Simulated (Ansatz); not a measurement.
Reaction (ligand exchange at the Si–C bond): `C[SiH2]O` + `PS` → `O[SiH2]PS` + CH₄

Program: Ansatz. Geometries: PBE0-D4/def2-TZVP. ΔE: electronic, gas phase. CCSD(T)/CBS adds triple-zeta CCSD(T) − MP2 to the extrapolated MP2 energy (def2 sets, frozen cores). This one scheme is used for every species. Functionals use def2-TZVPP. Each species was taken in one conformer, which may not be the lowest.

Problem. Is it downhill or uphill in electronic energy at CCSD(T)/CBS, and by how much? (An estimate is asked.)

Solution. The calculation gave: Downhill: ΔE = -6.6 kcal/mol.

Problem. What do these levels give: PBE-D4, B97M-V, PBE0-D4, CAM-B3LYP-D4, BLYP, r2SCAN, r2SCANh, r2SCAN0, CCSD/def2-SVP, CCSD(T)/def2-TZVPP, HF/def2-QZVPP, HF/CBS(def2)? (Estimate.)

Solution. Computed: PBE-D4 -9.0, B97M-V -7.7, PBE0-D4 -8.1, CAM-B3LYP-D4 -5.8, BLYP -5.7, r2SCAN -7.4, r2SCANh -7.1, r2SCAN0 -6.7, CCSD/def2-SVP -5.7, CCSD(T)/def2-TZVPP -6.0, HF/def2-QZVPP -2.7, HF/CBS(def2) -2.7 kcal/mol.

Largest T1 diagnostic among the species: 0.013.

The D4 term adds −2.1 kcal/mol with B3LYP and −1.1 kcal/mol with PBE0; it sums over pairs of atoms, weighted by their polarisabilities, and B3LYP, whose exchange is more repulsive, gets the larger term. Leaving LDA and LC-ωPBE aside and taking each functional with its dispersion term where it has one, the values, not all of them listed here, spread over 3.6 kcal/mol, from revPBE-D4 to B2PLYP.

B3LYP here is the variant with VWN-RPA as its local correlation; programs differ in this.
